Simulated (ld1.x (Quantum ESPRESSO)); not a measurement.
## Scattering properties, TM potential for Co

Co (Z = 27), norm-conserving Troullier–Martins (Kleinman–Bylander form), made with ld1.x (Quantum ESPRESSO) 7.5 (Wu–Cohen, scalar-relativistic). Core [Ne], reference 3s2 3p6 3d8 4s1 4p0. Waves: 3s (bound): rc 1.05 bohr; 3p (bound): rc 0.85 bohr; 3d (bound): rc 1.70 bohr. Local part: all-electron potential smoothed inside 0.70 bohr (lloc = -1). Core correction: a·sin(br)/r model core inside 0.70 bohr.

Occupied shells without a wave of their own: 4s. They enter only through the test configuration that unscreens the potential, and ld1.x also counts them in the model core charge.

The phase is arctan(r·u′/u) with u = r·R(r), unwrapped; energies in Ry, scanned from -9 to 5 Ry. A pole is an energy at which the radial function vanishes at the test radius. The pseudo phase is shifted by a multiple of π to meet the all-electron one at the reference energy, and phase errors are pseudo minus all-electron; the curves can meet again beyond the range given. Levels narrower than the energy grid can be missing from the lists of poles.

Problem. For each channel, where are the poles, and over which energies does the pseudopotential scatter like the atom?

Solution.

| channel | radius (bohr) | reference energy (Ry) | poles, all-electron | poles, pseudo | unbroken range about the reference energy with phases within 0.05 rad | phase error 1 Ry above the reference energy (rad) |
| --- | --- | --- | --- | --- | --- | --- |
| s | 1.84 | -7.16 | -7.05 | -7.05, 4.06 | below -0.8 | -0.000 |
| p | 1.84 | -4.47 | -4.28 | -4.28 | the whole range | -0.000 |
| d | 1.84 | -0.31 | 0.26 | 0.27 | below 2.6 | +0.007 |

The potential misses its own reference levels by up to 0.4 eV. ld1.x takes every shell without a wave as core, so the model core holds the 4s electrons as well and exchange and correlation see them twice. This cancels in the reference configuration, but the file is broken for other ones, and its errors say nothing about a proper core correction.

Phases in the s channel:

| E (Ry) | all-electron | pseudo |
| --- | --- | --- |
| -9.00 | 1.356 | 1.356 |
| -8.52 | 1.340 | 1.340 |
| -8.04 | 1.313 | 1.312 |
| -7.56 | 1.219 | 1.218 |
| -7.08 | -1.536 | -1.536 |
| -6.60 | -1.728 | -1.728 |
| -6.12 | -1.767 | -1.767 |
| -5.64 | -1.789 | -1.790 |
| -5.16 | -1.808 | -1.809 |
| -4.68 | -1.827 | -1.828 |
| -4.20 | -1.847 | -1.848 |
| -3.72 | -1.869 | -1.871 |
| -3.24 | -1.895 | -1.899 |
| -2.76 | -1.927 | -1.933 |
| -2.28 | -1.968 | -1.976 |
| -1.80 | -2.021 | -2.034 |
| -1.32 | -2.093 | -2.116 |
| -0.84 | -2.198 | -2.242 |
| -0.36 | -2.360 | -2.450 |
| 0.12 | -2.625 | -2.816 |
| 0.60 | -3.047 | -3.369 |
| 1.08 | -3.553 | -3.883 |
| 1.56 | -3.949 | -4.200 |
| 2.04 | -4.195 | -4.383 |
| 2.52 | -4.346 | -4.500 |
| 3.00 | -4.446 | -4.582 |
| 3.48 | -4.515 | -4.646 |
| 3.96 | -4.567 | -4.702 |
| 4.44 | -4.607 | -4.756 |
| 4.92 | -4.640 | -4.818 |
